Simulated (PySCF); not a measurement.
An EPR property job and its printed output. Input:

```
{"job": {"kind": "epr", "basis": "pcH-1"}, "charge": 0, "multiplicity": 3}
C     -1.168398    -0.532514     0.011518
N     -0.018622     0.311756    -0.189835
C      1.205618    -0.445481    -0.246718
Si    -0.003941     1.923820     0.486596
F     -0.172888     2.963424    -0.792944
H     -1.211366    -1.263490    -0.799905
H     -2.072877     0.070609    -0.006643
H     -1.123474    -1.081410     0.959910
H      1.405221    -0.991294     0.683421
H      1.127200    -1.174771    -1.056945
H      2.038952     0.222020    -0.451156
```

Level of theory: UKS B3LYP, pcH-1 on C F H N Si, non-relativistic, mean-field spin-orbit, GIAO in PySCF 2.14.0. Isolated species at its GFN2-xTB geometry (one conformer only). This triplet need not be the ground state; the singlet was not compared here. Couplings are sensitive to structure, and on GFN2-xTB geometries they can be far from those on DFT ones, by a factor of two or more for some ions and for spin on atoms past the first row.

Output of the driver script. Atoms in this output count from 0.

```
UKS, coarse grid
  cycle   1  E = -523.81498350  |g| = 4.59e-01
  cycle   2  E = -523.64623699  |g| = 8.71e-01
  cycle   3  E = -523.88712789  |g| = 7.19e-02
  cycle   4  E = -523.88819088  |g| = 5.14e-02
  cycle   5  E = -523.88927890  |g| = 2.07e-02
  cycle   6  E = -523.88949572  |g| = 7.57e-03
  cycle   7  E = -523.88952115  |g| = 2.80e-03
  cycle   8  E = -523.88952778  |g| = 1.23e-03
  cycle   9  E = -523.88952777  |g| = 5.28e-04
UKS, final grid
  cycle   1  E = -523.88950759  |g| = 7.40e-04
  cycle   2  E = -523.88950656  |g| = 1.76e-03
  cycle   3  E = -523.88950796  |g| = 1.54e-04
  cycle   4  E = -523.88950797  |g| = 1.15e-04
  cycle   5  E = -523.88950798  |g| = 5.16e-05
  cycle   6  E = -523.88950799  |g| = 4.67e-06
E = -523.88950799 Eh   <S^2> = 2.0050 (exact 2.0000)
g shifts (ppm)      1          2          3
  rmc          -183       -183       -183
  gc             33         43         49
  oz_so       -2201       -849        381
  total       -2350       -989        247
hyperfine (MHz)  atom isotope    a_iso     a_fc   dipolar eigenvalues
    0   13C      14.80      14.80     -1.64     -0.86      2.51
    1   14N       8.30       8.29    -10.01     -9.55     19.56
    2   13C      14.97      14.97     -1.65     -0.88      2.52
    3  29Si    -541.15    -542.29    -90.22     16.39     73.83
    4   19F     192.22     190.50   -148.32     70.45     77.87
    5    1H      27.50      27.50     -2.48     -1.29      3.76
    6    1H       2.09       2.09     -4.36     -0.39      4.75
    7    1H      15.75      15.75     -2.64     -1.81      4.44
    8    1H      15.66      15.66     -2.64     -1.81      4.44
    9    1H      27.58      27.58     -2.48     -1.28      3.76
   10    1H       2.12       2.12     -4.36     -0.39      4.75
zero-field splitting (cm-1)  D = -0.1515  E = -0.0386  (spin-spin -0.1430, spin-orbit -0.2568)
```

|g| in the SCF lines is the orbital gradient. In the g block, columns 1 to 3 are the principal axes in rising order; rmc is the relativistic mass correction, gc the gauge correction and oz_so the orbital-Zeeman/spin–orbit term. a_fc is the Fermi-contact part of a_iso, the rest being spin–orbit.

What does the output say about convergence, stability and spin contamination?

The SCF converged after 15 cycles in all, 9 of them on the coarse grid; no stability test was run. The unrestricted determinant has ⟨S²⟩ = 2.0050 (exact 2.0000), so spin contamination is small.

What are the principal g values and g_iso?

Adding the total shifts to 2.002319 gives 1.99997, 2.00133, 2.00257; their mean shift is -1030 ppm, so g_iso = 2.00129.

How large is the spin–orbit part of a_iso for atom 3 (29Si)?

a_iso − a_fc = -541.15 − (-542.29) ≈ +1.13 MHz.

The species is `CN(C)[Si]F` [triplet]. The run used 195 basis functions and 24 iterations of the response equations.

The values belong to the conformer `[CH3:1][N:2]([CH3:3])[Si:4][F:5]`: C1–N2–Si4–F5 -108°.
Labels such as C1 count atoms from 1, the log's own numbers from 0.
